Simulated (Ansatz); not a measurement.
`BC(Cl)BO` + `N#CO` → `N#COBO` + `BCCl`  (ligand exchange at a B–C bond)

Calculated with Ansatz (gas phase, PBE0-D4/def2-TZVP geometries, no zero-point term in ΔE). CBS: MP2 limit from def2 TZ/QZ plus the TZ coupled-cluster correction, frozen cores. This one scheme is used for every species. DFT in def2-TZVPP. B3LYP here is the variant with VWN-RPA as its local correlation; programs differ in this. One conformer a species, not always the lowest.

`BC(Cl)BO`:

```xyz
10

B     0.539   -1.330   -0.630
C     0.586    0.041    0.073
Cl    1.001    0.004    1.820
B    -0.758    0.851   -0.187
O    -1.502    1.311    0.826
H     0.447   -1.334   -1.822
H     0.560   -2.354   -0.020
H     1.347    0.652   -0.436
H    -1.112    1.067   -1.307
H    -1.107    1.091    1.683
```

`N#CO`:

Cartesian coordinates in Å:
```
N 1.609 0.069 0.132
C 0.471 -0.107 0.078
O -0.791 -0.369 0.040
H -1.289 0.407 -0.251
```

`N#COBO`:

```xyz
7

N    -2.805   -0.349    0.368
C    -1.689   -0.119    0.541
O    -0.459    0.150    0.790
B     0.528    0.031   -0.191
O     1.756    0.349    0.229
H     0.236   -0.328   -1.289
H     2.431    0.266   -0.447
```

`BCCl`:

Z-matrix (Å, degrees):
```
C
Cl 1 1.783
B 1 1.549 2 116.9
H 1 1.096 2 107.6 3 -123.7
H 1 1.096 2 107.6 3 123.6
H 3 1.192 1 122.9 2 0.1
H 3 1.198 1 116.7 2 -180.0
```

Problem. Is it downhill or uphill in electronic energy at CCSD(T)/CBS, and by how much? (Best estimate.)

Solution. Ansatz gave: Downhill: ΔE = -93.1 kJ/mol.

Problem. What do these levels give: r2SCAN-D4, PBE, B3LYP, HF/def2-QZVPP, MP2/def2-QZVPP, HF/CBS(def2)? (An estimate is asked.)

Solution. Ansatz gave: r2SCAN-D4 -91.7, PBE -85.9, B3LYP -102.9, HF/def2-QZVPP -124.2, MP2/def2-QZVPP -93.7, HF/CBS(def2) -124.4 kJ/mol.

Largest T1 diagnostic among the species: 0.015.

The D4 term adds +6.0 kJ/mol with B3LYP and +3.1 kJ/mol with PBE0; it sums over pairs of atoms, weighted by their polarisabilities, and B3LYP, whose exchange is more repulsive, gets the larger term. From PBE to PBE0 (25 % exact exchange), in def2-TZVPP and without D4, ΔE moves by −5.3 kJ/mol. In def2-TZVPP, CCSD(T) changes the Hartree–Fock value by +28.9 kJ/mol (the triples alone add +4.5 kJ/mol) and MP2 by +29.2 kJ/mol.
